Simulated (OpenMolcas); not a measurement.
**Bi²⁺: input and output**

Input:

```
&GATEWAY
Coord
1

Bi 0.0 0.0 0.0
Basis=ANO-RCC-VQZP
Group=XYZ
NoMove
AngMom=0.0 0.0 0.0
AMFI
&SEWARD
&RASSCF
FileOrb=start.orb
Symmetry=2
Spin=4
nActEl=3 0 0
Inactive=20 19
Ras2=1 3
CIRoot=1 1 1
SDav=1
CIMx=300
Iter=120 100
PrWF=0.3
OrbListing=Nothing
MaxOrb=0
Atom
>>> COPY $Project.JobIph JOBPRE
&RASSCF
FileOrb=start.orb
Symmetry=2
Spin=4
nActEl=3 0 2
Inactive=20 19
Ras2=1 3
Ras3=5 0
CIRoot=1 1 1
SDav=46
CIMx=300
Iter=120 100
PrWF=0.3
OrbListing=Nothing
MaxOrb=0
Thrs=2.0e-7 1.0e-1 5.0e-4
Atom
>>> COPY $Project.JobIph JOB001
&RASSCF
FileOrb=start.orb
Symmetry=2
Spin=2
nActEl=3 0 2
Inactive=20 19
Ras2=1 3
Ras3=5 0
CIRoot=11 11 1
SDav=116
CIMx=300
Iter=120 100
PrWF=0.3
OrbListing=Nothing
MaxOrb=0
Thrs=2.0e-7 1.0e-1 5.0e-4
Atom
>>> COPY $Project.JobIph JOB002
&RASSCF
FileOrb=start.orb
Symmetry=1
Spin=4
nActEl=3 0 2
Inactive=20 19
Ras2=1 3
Ras3=5 0
CIRoot=3 3 1
SDav=28
CIMx=300
Iter=120 100
PrWF=0.3
OrbListing=Nothing
MaxOrb=0
Thrs=2.0e-7 1.0e-1 5.0e-4
Atom
>>> COPY $Project.JobIph JOB003
&RASSCF
FileOrb=start.orb
Symmetry=1
Spin=2
nActEl=3 0 2
Inactive=20 19
Ras2=1 3
Ras3=5 0
CIRoot=21 21 1
SDav=84
CIMx=300
Iter=120 100
PrWF=0.3
OrbListing=Nothing
MaxOrb=0
Thrs=2.0e-7 1.0e-1 5.0e-4
Atom
CIOnly
>>> COPY $Project.JobIph JOB004
&RASSI
NrOfJobIphs=4 1 11 3 9
1
1 2 3 4 5 6 7 8 9 10 11
1 2 3
1 2 3 4 5 6 7 8 9
IphNames
JOB001
JOB002
JOB003
JOB004
EJob
SpinOrbit
DIPRint=1.0
SOCoupling=1000.0
Subsets=2
MEES
Property=10
'ANGMOM' 1 'ANGMOM' 2 'ANGMOM' 3 'MLTPL  1' 1 'MLTPL  1' 2 'MLTPL  1' 3
'AMFI' 1 'AMFI' 2 'AMFI' 3 'MLTPL  2' 6
SOProperty=3
'ANGMOM' 1 'ANGMOM' 2 'ANGMOM' 3
```

A driver script runs the steps one by one and writes start.orb anew before each from the orbitals found so far, so a CI-only block uses the converged orbitals of the first block.

Output, cut to the results:

```
--- SEWARD ---
Basis set label: BI.ANO-RCC...9S8P6D4F3G.

      Electronic valence basis set:
      ------------------
      Associated Effective Charge  83.000000 au
      Associated Actual Charge     83.000000 au
      Nuclear Model: Point charge

      Shell  nPrim  nBasis  Cartesian Spherical Contaminant
         s      25       9        X
         p      22       8        X
         d      16       6                 X
         f      12       4                 X
         g       4       3                 X
                  Relativistic Douglas-Kroll-Hess integrals:
                    - DKH order of Hamiltonian: 2
                    - DKH order of Properties : 0
                  Atomic mean-field integrals
--- RASSCF ---
Wave function specifications:
      -----------------------------

      Number of closed shell electrons          78
      Number of electrons in active shells       3
      Max number of holes in RAS1 space          0
      Max nr of electrons in RAS3 space          2
      Number of inactive orbitals               39
      Number of active orbitals                  9
      Number of secondary orbitals              70
      Spin quantum number                      1.5
      State symmetry                             2
Orbital specifications:
      -----------------------

      Symmetry species                           1   2
                                                ag  au
      Frozen orbitals                            0   0
      Inactive orbitals                         20  19
      Active orbitals                            6   3
      RAS1 orbitals                              0   0
      RAS2 orbitals                              1   3
      RAS3 orbitals                              5   0
      Secondary orbitals                        40  30
      Deleted orbitals                           0   0
      Number of basis functions                 66  52
      Number of CSFs                            46
      Number of root(s) required                 1
      Iter CI   SX   CI       RASSCF       Energy    max ROT     max BLB   max BLB  Level Ln srch  Step   QN
          iter iter root      energy       change     param      element    value   shift minimum  type update
 Nr of preliminary CI iterations:   1
 ###############################################################################
 ###############################################################################
 ###                                                                         ###
 ###                                                                         ###
 ###    WARNING: Problems in orbital optimization.                           ###
 ###                                                                         ###
 ###                                                                         ###
 ###############################################################################
 ###############################################################################
  Warning: In symmetry  1, orbital p=  21 has diagonal density matrix element D(p,p) close to zero. D(p,p)=  9.937614E-21
      Total energies have been shifted. Add               -21000.00 au
        ...
 ###############################################################################
 ###############################################################################
  Warning: In symmetry  1, orbital p=  21 has diagonal density matrix element D(p,p) close to zero. D(p,p)=  1.070566E-20
        4   1    3    1  -508.23598052    2.55E-11   6.19E-07   20  23 2 -6.57E-07   0.50   0.00    SX    NO
      Convergence after  4 iterations
        5   1    3    1  -508.23598052   -4.73E-11   6.19E-07   20  23 2 -2.75E-07   0.50   0.00    SX    NO
      Natural orbitals and occupation numbers for root  1
      sym 1:   0.000000   0.003973   0.003973   0.003973   0.003973   0.003973
      sym 2:   0.993378   0.993378   0.993378
::    RASSCF root number  1 Total energy: -21508.23598052
--- RASSCF ---
Wave function specifications:
      -----------------------------

      Number of closed shell electrons          78
      Number of electrons in active shells       3
      Max number of holes in RAS1 space          0
      Max nr of electrons in RAS3 space          2
      Number of inactive orbitals               39
      Number of active orbitals                  9
      Number of secondary orbitals              70
      Spin quantum number                      0.5
...
--- RASSI ---
SPIN-FREE ENERGIES:
  (Shifted by EMIN (a.u.) =     -21509.0357950179)

 SF State       Relative EMIN(au)   Rel lowest level(eV)    D:o, cm**(-1)      L_eff

     2             0.0000000000        0.0000000000              0.0000         1.0
     3             0.0000000009        0.0000000248              0.0002         1.0
     4             0.0000000009        0.0000000248              0.0002         1.0
    13             0.3017018341        8.2097251390          66215.8988         1.0
    14             0.3017018341        8.2097251390          66215.8988         1.0
    15             0.3017018352        8.2097251695          66215.8991         1.0
    16             0.3870259099       10.5315115205          84942.3689         2.0
    17             0.3870259099       10.5315115205          84942.3689         2.0
    18             0.3870259099       10.5315115205          84942.3689         2.0
    19             0.3870259110       10.5315115519          84942.3691         2.0
    20             0.3870259110       10.5315115519          84942.3691         2.0
    21             0.4831140470       13.1462029337         106031.2774         0.0
    22             0.5146420739       14.0041242526         112950.8795         1.0
    23             0.5146420739       14.0041242526         112950.8795         1.0
    24             0.5146420749       14.0041242790         112950.8797         1.0
     5             0.7096473655       19.3104885612         155749.5939         2.0
     6             0.7096473655       19.3104885612         155749.5939         2.0
     9             0.7096473660       19.3104885739         155749.5940         2.0
     7             0.7096473660       19.3104885739         155749.5940         2.0
     8             0.7096473660       19.3104885739         155749.5940         2.0
    12             0.7992235422       21.7479805039         175409.2923         1.0
...
```

Levels above the lowest, from the spin-orbit matrix, grouped by J:

```tsv
Configuration	Term	J	E (cm-1)	Measured (cm-1)	g	Term weight %
6s2 6p	2P*	1/2	0.0	0.0	0.666	100
6s2 6p	2P*	3/2	17700	20788	1.334	100
6s 6p2	4P	1/2	63906	70254	2.604	92
6s 6p2	4P	3/2	73340	83038	1.720	98
6s 6p2	4P	5/2	80330	89236	1.529	82
6s 6p2	2D	3/2	94942	108586	0.835	94
6s 6p2	2D	5/2	100797	116414	1.273	82
```

Against the 6 measured excited levels shown (Moore, Atomic Energy Levels, vol. III, NSRDS-NBS 35 (1971 reprint of NBS Circular 467, 1958)) the mean absolute deviation is 9600 cm-1; the largest miss in energy is 6s 6p2 2D 5/2: computed 100797, measured 116414 cm-1 (-13.4 %).

Terms from blocks run as CI alone lack orbitals of their own. The run also gave levels led by 6s 6p 6d, which use shells meant for correlation; these and all levels above them are left out. Spin-orbit splittings of 6p shells tend to come out small when the coupling is added on scalar orbitals. Computed and measured levels are paired by configuration, term and J; levels that our copy of the source lacks, or whose pairing is in doubt (as where it misses far off the trend of its configuration), stay unpaired and out of the deviations. Levels of configurations outside the active space are missing. The first state left out of the spin-orbit step lies near 130000 cm-1 above the lowest spin-free state of the reference (among the parities and spins computed), and the list stops at four fifths of that energy or lower.

The term weight is that of the spin-free term in the level, not the purity of its configuration. * marks odd parity.
